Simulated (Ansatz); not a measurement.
`C=N[SiH](F)F` + H₂ → `C=N[SiH2]F` + H–F at 400 K and 1 bar (hydrogenolysis of the Si–F bond).

Program: Ansatz. Geometries: PBE0-D4/def2-TZVP. ΔE: electronic, gas phase. CCSD(T)/CBS adds triple-zeta CCSD(T) − MP2 to the extrapolated MP2 energy (def2 sets, frozen cores). This one scheme is used for every species. Each species was taken in one conformer, which may not be the lowest.

```tsv
species	CCSD(T)/CBS energy (Eh)	H − E (kJ/mol)	S (J/(mol·K))
`C=N[SiH](F)F`	-583.35600	148.5	351.5
H₂	-1.17544	38.0	139.0
`C=N[SiH2]F`	-484.08456	158.8	328.8
H–F	-100.39570	36.5	182.2
```

H − E and S are ideal-gas, rigid-rotor, harmonic terms from PBE0-D4/def2-TZVP, for one conformer and one mirror image of each species. The MP2-based limit puts H₂ 0.8 mEh under its directly extrapolated value; such offsets cancel only in part. 1 Eh = 2625.50 kJ/mol, R = 8.31446 J/(mol·K).

Problem. By hand: ΔE, ΔH, ΔS and ΔG.

Solution. ΔE = (-484.08456) + (-100.39570) − (-583.35600) − (-1.17544) = 0.05118 Eh = 134.4 kJ/mol. Δ(H − E) = 158.8 + 36.5 − 148.5 − 38.0 = 8.8, so ΔH = 143.2 kJ/mol. ΔS = 328.8 + 182.2 − 351.5 − 139.0 = 20.5 J/(mol·K). ΔG = 143.2 − 400 × (20.5)/1000 = 135.0 kJ/mol.

Problem. By hand: the equilibrium constant, and the temperature at which ΔG would vanish if ΔH and ΔS stayed fixed.

Solution. log₁₀ K = −ΔG/(RT ln 10) = -17.6. ΔG = 0 at ΔH/ΔS = 6985 K, far beyond where these terms or the molecules hold.

ΔH outweighs TΔS. A doubt of 5 kJ/mol in ΔE shifts log₁₀ K by 0.7 here. Other conformers and mirror images would add mixing entropy, several J/(mol·K) or more a flexible species. These are equilibria of isolated gas molecules and say nothing of rates. Largest T1 diagnostic: 0.013 (customary marks: 0.02 for closed shells, 0.045 for open ones).
